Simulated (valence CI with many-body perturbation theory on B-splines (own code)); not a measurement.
**Basis-set convergence for Sb28+**

Computed by relativistic CI+MBPT: five valence electrons over a frozen Dirac-Fock core [Ar], a basis of 7 s, 7 p, 8 d, 6 f, 4 g, 1 h functions for each j, with the one-electron correlation potential Σ1, the two-electron term Σ2, the three-electron term Σ3, Breit, model QED; selected CI, second order for the rest (own B-spline code, finite nucleus).

The last digits are not significant, and no measured levels were compared; by estimate large intervals hold to a few tenths of a per cent, small ones and those within an open d or f shell to about a per cent. Among the levels kept, up to 470 cm⁻¹ of a level comes from second order outside the variational space, and about a tenth of that is noise between levels of different J, which matters for small intervals. Only levels of the ground parity were solved; by the run's estimate the other parity begins above the list, which can be wrong where configurations are misplaced.

The reference run has the lowest level (3d3/2^3 3d5/2^2) J=5/2 [a] and an ionisation energy of 1605.70 eV. Its largest variational space holds 20000 state functions.

Levels are named by their leading jj configuration (3d3/2^4 stands for four electrons in 3d with j = 3/2), which in mixed levels can hold well under half, so a name can repeat and another be missing. Letters in brackets count levels of one name in rising energy.

Changed runs:
A. basis 6 s, 6 p, 5 d, 5 f, 1 g
B. basis 5 s, 5 p, 4 d, 4 f

Excitation energies of the reference run in cm⁻¹, and shifts in cm⁻¹:

```
                      Level  Reference      A      B
      (3d3/2^4 3d5/2) J=5/2      85860   +400  +1216
    (3d3/2^3 3d5/2^2) J=7/2     131035   +357  +1340
    (3d3/2^3 3d5/2^2) J=3/2     135246   +397  +1305
   (3d3/2^3 3d5/2^2) J=11/2     137612   +377  +1314
(3d3/2^3 3d5/2^2) J=5/2 [b]     149624   +306  +1190
    (3d3/2^3 3d5/2^2) J=9/2     149996   +329  +1333
    (3d3/2^3 3d5/2^2) J=1/2     160386   +411  +1304
(3d3/2^2 3d5/2^3) J=7/2 [a]     187714   +356  +1600
(3d3/2^3 3d5/2^2) J=5/2 [c]     194439   +454  +1610
(3d3/2^2 3d5/2^3) J=7/2 [b]     214456   +475  +1808
   (3d3/2^2 3d5/2^3) J=11/2     214520   +426  +1507
(3d3/2^2 3d5/2^3) J=3/2 [a]     222992   +521  +1732
     Ionisation energy (eV)    1605.70  -0.08  -0.09
```
